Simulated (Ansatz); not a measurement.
Mulliken charges of ClFH₂HfOS, SMILES `[OH][Hf]([F])([SH])[Cl]` from B3LYP/def2-TZVPP in Ansatz (PBE0-D4/def2-TZVP geometry).

| atom | x (Å) | y (Å) | z (Å) | charge (e) |
| --- | --- | --- | --- | --- |
| O1 | -1.804 | 0.123 | 0.355 | -0.418 |
| Hf2 | 0.069 | -0.129 | 0.304 | 1.035 |
| F3 | 0.551 | -1.945 | 0.581 | -0.338 |
| S4 | 0.756 | 0.539 | -1.940 | -0.304 |
| Cl5 | 1.165 | 1.167 | 1.931 | -0.279 |
| H6 | -2.745 | 0.164 | 0.498 | 0.194 |
| H7 | 2.007 | 0.082 | -1.730 | 0.110 |

Problem. By hand: the dipole of these point charges (1 e Å = 4.8032 D).

Solution. Σ q r = (-0.227, 0.024, -0.073) e Å, of length 0.240 e Å = 1.15 D.

Problem. How does the dipole of the full density compare? (Estimate.)

Solution. The calculation gave: (-0.454, -0.021, 0.024) e Å, 2.19 D; the point charges give 0.53 times that, at 22° from its direction.

Point charges leave out the atoms' own dipoles, such as those of lone pairs, and Mulliken's split depends on the basis, so the two needn't agree.

B3LYP here is the variant with VWN-RPA as its local correlation; programs differ in this.
